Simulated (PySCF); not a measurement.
AlFH3NO, SMILES [NH2][Al]([OH])[F]. Atoms are numbered in the order given.

```xyz
7

Al     0.0134     0.0243     0.0000
F      1.6273     0.4528     0.0000
O     -1.2043     1.2112     0.0000
H     -1.0370     2.1599     0.0000
N     -0.4281    -1.6800     0.0000
H     -1.3829    -2.0275     0.0000
H      0.2308    -2.4531     0.0000
```
Charge 0, spin multiplicity 1.

Geometry: TPSSh-D3(BJ)/def2-SVP. The values are those of a single conformer.

Level of theory: PBE0/pcJ-1 in PySCF.

Isotropic couplings with Fermi-contact, spin-dipole and both spin-orbit terms, one fixed conformer, no vibrational averaging. Isotopes: 14N, 19F, 1H.

| pair | bonds apart | J (Hz) |
|---|---|---|
| N5–H6 | 1 | 55.0 |
| N5–H7 | 1 | 55.1 |
| F2–N5 | 2 | 2.4 |
| H6–H7 | 2 | (withheld) |
| F2–H4 | 3 | -5.2 |
| F2–H6 | 3 | (withheld) |
| F2–H7 | 3 | (withheld) |
| H4–N5 | 3 | (withheld) |
| H4–H6 | 4 | -0.5 |
| H4–H7 | 4 | 1.0 |

Question: Fill in the missing entries. (An estimate is asked for; the answer gives what the named calculation found.)

Answer: 
- H6–H7, J (Hz): -8.5
- F2–H6, J (Hz): 8.7
- F2–H7, J (Hz): -4.1
- H4–N5, J (Hz): 1.2
